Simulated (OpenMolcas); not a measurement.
## Pt2+: moving the ligands

Pt2+ with 4 ligands (chloride) in tetrahedral coordination (Td) at 2.36 Å. A charge of +0.5 e stands 3.2 Å behind each ligand. Ligand basis ANO-RCC-VDZP.

```yaml
Program: OpenMolcas
Method: SS-CASPT2, IPEA 0.25 Eh, imaginary shift 0.1 Eh (the 44 lowest orbitals frozen, all others correlated)
Basis: ANO-RCC-VTZP [8s7p5d3f1g]
Scalar_Hamiltonian: DKH2, point nucleus
Active_space: 8 electrons in 5 orbitals (5d)
State_averaging: 2S+1 = 3 even, 10 roots; 2S+1 = 1 even, 15 roots
Spin-orbit_coupling: state interaction with AMFI integrals over the reference wave functions
```

Runs around this geometry, states (labels of Td). Energies in cm-1 above the lowest state or level, χT in cm3 K/mol; under a threefold ground state the first gap can be a small split of the lowest multiplet, not the spin-orbit step.

```tsv
R (Å)	Ground state	First state of that spin	First gap with spin-orbit (degeneracies)	χT at 300 K	First state of another spin
2.27	3T1	3T2 7960	1390 (1, 3)	0.742	1E 3640
2.36	3T1	3T2 6650	1350 (1, 3)	0.851	1E 4460
2.45	3T1	3T2 5690	1300 (1, 3)	0.957	1E 5150
```

Taking the first state of the same spin as R^-n, n = -ln(5690 / 7960) / ln(2.45 / 2.27) = 4.4 between the shortest and longest distance.

Roots that are degenerate in the reference are averaged as groups; the widest CASPT2 spread within a group is 580 cm-1 (the 3-fold group of multiplicity 3 near 5690 cm-1 above the lowest state of its run, R = 2.45). Shifts and gaps below about the spread of the groups concerned are not significant. Over all roots computed the reference weight is 0.69 to 0.70 in R = 2.27, 0.69 to 0.71 in R = 2.36, 0.69 to 0.71 in R = 2.45; a low but even weight reflects the number of correlated electrons. An orbital triplet at a regular site is open to Jahn-Teller coupling, which can distort the site and quench the lowest spin-orbit gaps and is left out. Real 4d8 and 5d8 ions are as a rule square planar and diamagnetic. Ligand-to-metal charge-transfer states are missing. These CASPT2 states fit no ligand-field parameters well, so their order and spin gaps are uncertain. With no ligand orbital active B as a rule stays too high, so bands that hang on it stand too high and its fall with covalency is understated. With one d shell and no ligand orbital active, 10Dq can be off by a tenth or more. The least metal-like active orbital is 77 % on the metal (Löwdin) and no ligand orbital is active, so the numbers are rough (holds for R = 2.27). The least metal-like active orbital is 82 % on the metal (Löwdin) and no ligand orbital is active, so the numbers are rough (holds for R = 2.36). The least metal-like active orbital is 85 % on the metal (Löwdin) and no ligand orbital is active, so the numbers are rough (holds for R = 2.45). No measured value stands beside these numbers; the geometry was imposed, not optimised, and the real ion may take another.
